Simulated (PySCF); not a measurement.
# Two-component Hartree-Fock for Au⁷⁷⁺ (gold, charge +77)

Start: 1s2. Calculated with PySCF 2.14 in an uncontracted even-tempered set (16 s from 30 bohr⁻², ratio 2.6; 13 p from 39 bohr⁻², ratio 2.6; 6 d from 40 bohr⁻², ratio 2.8; 3 f from 1700 bohr⁻², ratio 2.8): generalised Hartree-Fock with the X2C-1e Hamiltonian and a Gaussian nucleus; spin-orbit coupling (SO) screened by Boettger's factors.

```json
{"spinor shell": "1s1/2", "electrons": "2", "ε, screened SO (eV)": "-91762.9", "weight of nominal j (screened SO)": "1.000", "rms radius, screened SO (bohr)": "0.0189"}
```

```json
{"quantity": "E (hartree)", "screened SO": "-6804.90613"}
{"quantity": "M_J", "screened SO": "0"}
{"quantity": "⟨J²⟩", "screened SO": "0.000"}
{"quantity": "⟨L²⟩", "screened SO": "0.000"}
{"quantity": "⟨S²⟩", "screened SO": "0.000"}
```

Breit and QED terms are absent; they matter most for the inner s and p1/2 levels.

Densities and radii are taken from the X2C orbitals without a picture-change correction, which distorts them close to the nucleus.
